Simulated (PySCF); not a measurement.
## Pd²⁺ (palladium, charge +2) across methods

[Kr] 4d8, high-spin 3F determinant. All numbers are calculated (PySCF 2.14, the spin-free X2C one-electron Hamiltonian (Gaussian nucleus), in x2c-TZVPPall with one added diffuse shell each of s, p, d, f type (9s7p7d3f1g, 95 functions)). The B2PLYP total includes its PT2 part (frozen core); its orbital energies are those of the SCF part.

```csv
method,E (hartree),mean ε 4p β (eV),mean ε 4d α (eV),mean ε 4d β (eV),Σ⟨r²⟩ (bohr²),⟨S²⟩
MN15,-5047.53,-78.863,-30.765,-29.559,30.20,2.001
PBE0,-5043.92,-78.758,-30.018,-28.667,30.23,2.001
LDA,-5038.85,-75.384,-28.191,-26.923,30.48,2.000
BHandHLYP,-5044.25,-82.293,-31.902,-30.516,30.23,2.002
UHF,-5041.87107,-88.387,-35.112,-33.334,30.03,2.004
B2PLYP,-5043.70,-82.398,-31.894,-30.445,30.24,2.002
PBEsol,-5041.29,-75.107,-27.989,-26.714,30.41,2.001
PBE,-5043.83,-75.122,-27.999,-26.766,30.42,2.001
r2SCAN,-5044.25,-76.250,-28.329,-27.024,30.19,2.001
```
